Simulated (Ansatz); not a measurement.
Consider the formal exchange of groups at the Si–O bond: `[SiH3][O][Al]([Cl])[Br]` + `FBF` → `FB(F)[SiH3]` + `[OH][Al]([Cl])[Br]`.

Program: Ansatz. Geometries: PBE0-D4/def2-TZVP. ΔE: electronic, gas phase. CBS: MP2 limit from def2 TZ/QZ plus the TZ coupled-cluster correction, frozen cores. This one scheme is used for every species. DFT in def2-TZVPP. B3LYP here is the variant with VWN-RPA as its local correlation; programs differ in this. For Br outer-core shells are correlated without core-valence functions, which leaves a few kJ/mol of doubt a bond. Scalar relativity is left out up to krypton. Each species was taken in one conformer, which may not be the lowest.

CCSD(T)/CBS gives +133.1 kJ/mol.

(1) Another level gave +129.6 kJ/mol. Which?
A. r2SCAN/def2-TZVPP
B. B3LYP/def2-TZVPP
C. HF/def2-TZVPP
D. PBE-D4/def2-TZVPP

Largest T1 diagnostic among the species: 0.014.

## Answers

(1) B. B3LYP 129.6, PBE-D4 105.5, r2SCAN 124.1, HF/def2-TZVPP 160.1 kJ/mol.

From PBE to PBE0 (25 % exact exchange), in def2-TZVPP and without D4, ΔE moves by +11.6 kJ/mol. In def2-TZVPP, CCSD(T) changes the Hartree–Fock value by −27.2 kJ/mol (the triples alone add −3.7 kJ/mol) and MP2 by −18.4 kJ/mol.
